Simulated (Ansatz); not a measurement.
The cluster Mn₂Cu₃⁻. Charge -1, multiplicity 9. Geometry PBE0-D4/def2-SVPD; atoms count from 1.

| atom | x (Å) | y (Å) | z (Å) |
| --- | --- | --- | --- |
| Cu1 | 1.3291 | -0.3114 | -0.0288 |
| Cu2 | -0.8319 | -0.7013 | -0.8229 |
| Cu3 | -0.2363 | -1.4973 | 1.3814 |
| Mn4 | -0.6032 | 1.0601 | 1.1095 |
| Mn5 | 0.3422 | 1.4498 | -1.6392 |

The charge -1 multiplicity 9 is spin-contaminated (final ⟨S²⟩ up to 21.76, 20.00 for a pure state). The highest occupied level of the charge -1 multiplicity 9 lies above zero (up to 0.03 eV). The electron is either unbound and held by the finite basis, or the level is raised by self-interaction error. The structure comes from a short search, and lower isomers may exist.

Problem. Estimate the Mulliken populations from the PBE0/def2-TZVPD orbitals of Ansatz.

Solution. 
```tsv
atom	charge (e)	spin (α − β)	d electrons
Cu1	-0.19	-0.50	9.85
Cu2	-0.19	-0.50	9.85
Cu3	-0.25	-0.43	9.87
Mn4	-0.14	4.98	5.26
Mn5	-0.23	4.44	5.21
```
Mulliken values depend strongly on the basis. With diffuse functions, as here, like atoms can get unlike values, and bond orders can come out too low or too high.

Problem. Where does the spin sit?

Solution. Summed by element: Cu -1.42, Mn 9.42, of 8 unpaired in all. Largest on single atoms: Mn4 4.98, Mn5 4.44, Cu2 -0.50.

Problem. And the Mayer bond orders between heavy atoms (over 0.3)?

Solution. Cu1–Cu2 0.45 (2.34 Å); Cu1–Cu3 0.51 (2.42 Å); Cu1–Mn4 0.44 (2.63 Å); Cu1–Mn5 0.58 (2.58 Å); Cu2–Cu3 0.51 (2.42 Å); Cu2–Mn4 0.45 (2.62 Å); Cu2–Mn5 0.58 (2.58 Å); Cu3–Mn4 0.61 (2.60 Å); Mn4–Mn5 0.73 (2.93 Å).
